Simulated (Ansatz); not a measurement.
Harmonic frequencies (cm⁻¹) at PBE0-D4/def2-TZVP from Ansatz: 263, 322, 333, 436, 479, 636, 920, 1032, 1081, 1180, 1262, 1325, 1401, 1436, 1474, 1481, 3055, 3124, 3144, 3158, 3827.

Each molecule was computed in one conformer, which needn't be the lowest.

Problem. Which molecule is it?
A. `B1C=NCO1`
B. `BC(O)[SiH3]`
C. `CC(O)Cl`
D. `N=C(N)[TeH]`

Solution. C.
